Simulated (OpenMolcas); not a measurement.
# Ta4+ in a ligand field

Ta4+ with 6 ligands (chloride) in trigonal antiprismatic coordination (D3d) at 2.44 Å, a polar angle of 59.7° against the regular 54.74°. A charge of +0.333 e stands 2.8 Å behind each ligand. Ligand basis ANO-RCC-VDZP.

| Item | Value |
| --- | --- |
| Program | OpenMolcas |
| Method | CASSCF |
| Basis | ANO-RCC-VTZP [8s7p5d3f2g1h] |
| Scalar Hamiltonian | DKH2, point nucleus |
| Active space | 1 electron in 5 orbitals (5d) |
| State averaging | 2S+1 = 2 even, 5 roots |
| Spin-orbit coupling | RASSI with atomic mean-field integrals over the reference wave functions |

The lowest spin-free states (labels of D3, the rotations of D3d), above the lowest:

```tsv
State	Degeneracy	E (cm-1)
2A1	1	0.0
2E	2	1283
2E	2	25271
```

The lowest levels with spin-orbit coupling:

| E (cm-1) | Degeneracy | Label | 2S+1 | g |
| --- | --- | --- | --- | --- |
| 0.0 | 2 | E1/2 | 2 | 0.08 0.08 0.81 |
| 1421 | 2 | E3/2 | 2 | 0.00 0.00 0.50 |
| 4158 | 2 | E1/2 | 2 | 1.77 1.77 1.96 |
| 26412 | 2 | E3/2 | 2 | 0.00 0.00 1.90 |
| 27005 | 2 | E1/2 | 2 | 0.15 0.15 2.54 |

Powder χT (cm3 K/mol): 0.0211 at 2 K, 0.022 at 10 K, 0.0265 at 50 K, 0.0321 at 100 K, 0.0432 at 200 K, 0.0544 at 300 K. The effective moment at 300 K is 2.828 √(χT) = 0.66 μB.

The lowest level has 2S+1 = 2, for which the spin-only value is χT = S(S+1) / 2 = 0.375 cm3 K/mol (g = 2). The computed 0.054 at 300 K differs by -0.321, through orbital momentum, spin-orbit coupling and any other state in reach.

Metal share of the active 5d orbitals (Löwdin): 72, 72, 88, 88, 88 %; Mulliken charge of the metal 1.49.

The least metal-like active orbital is 72 % on the metal (Löwdin) and no ligand orbital is active, so the numbers are rough. With metal d orbitals alone the field can be off either way by tens of per cent. Ligand-to-metal charge-transfer states are missing. No measured value stands beside these numbers; the geometry was imposed, not optimised, and the real ion may take another.

The RASSCF and RASSI steps took 47 s on 1 thread of Arm Neoverse V1 (shared host); the integral step is not counted.
